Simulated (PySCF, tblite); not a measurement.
Q: Give a GFN2-xTB geometry of `CO[C@@H]1[C@H](C)C[C@]1(F)C(=O)Cl`.

A: 
```xyz
21
C7H10ClFO2 angstrom
C      2.5779    0.1220    0.1024
O      1.3627   -0.5008   -0.2534
C      0.3652   -0.3843    0.6954
C     -0.9478   -1.1321    0.3683
C     -1.0630   -1.5769   -1.0779
C     -1.7456    0.1430    0.7028
C     -0.4448    0.9644    0.7888
F     -0.2626    1.5946    1.9959
C     -0.2334    1.9054   -0.3576
O     -0.5590    1.7091   -1.4822
Cl     0.5892    3.3923    0.0913
H      2.9679   -0.2896    1.0407
H      2.4596    1.2046    0.2115
H      3.2731   -0.0865   -0.7073
H      0.7436   -0.6070    1.7047
H     -1.1402   -1.9729    1.0361
H     -0.3324   -2.3525   -1.2871
H     -0.8769   -0.7410   -1.7450
H     -2.0598   -1.9692   -1.2631
H     -2.2533    0.1191    1.6638
H     -2.4295    0.4752   -0.0740
```

Any rigid rotation of these coordinates is as good. Atoms count from 1 in this order. Of the pairs four or more bonds apart, O10···H18 is among the closest relative to their van der Waals radii: 2.48 Å, 91 % of the sum of Bondi's values. The 6 C–C bonds span 1.498 Å (C7–C9, drawn single) to 1.576 Å (C3–C7, drawn single), a spread of 0.078 Å. The 4-membered ring C3–C4–C6–C7 has internal angles of 88.5° to 90.9° (sum 359°, against 360° for a flat polygon); it is slightly puckered (a soft mode that the optimisation may not have finished), 0.06 Å rms from its mean plane, widest ring torsion 9°. The C–O distances run from 1.187 Å (C9=O10, drawn double) to 1.411 Å (C1–O2, drawn single), a spread of 0.224 Å.

Bonds between heavy atoms (Å): C1–O2 1.411, O2–C3 1.382, C3–C4 1.546, C4–C5 1.517, C4–C6 1.541, C6–C7 1.541, C7–F8 1.374, C7–C9 1.498, C9=O10 1.187, C9–Cl11 1.758, C3–C7 1.576.

Structure optimised with GFN2-xTB, isolated species.

Point group: C1 (no symmetry element, even within 0.4 Å). Its GFN2-xTB frequencies are all real (lowest 28 cm⁻¹). The numbers are those of one conformer (C1–O2–C3–C4 -176°, C6–C7–C9–O10 -34°, O2–C3–C4–C5 -15°, C3–C4–C6–C7 9°, C4–C6–C7–F8 -123°, O2–C3–C7–C6 128°).

All values are computed, not measured.
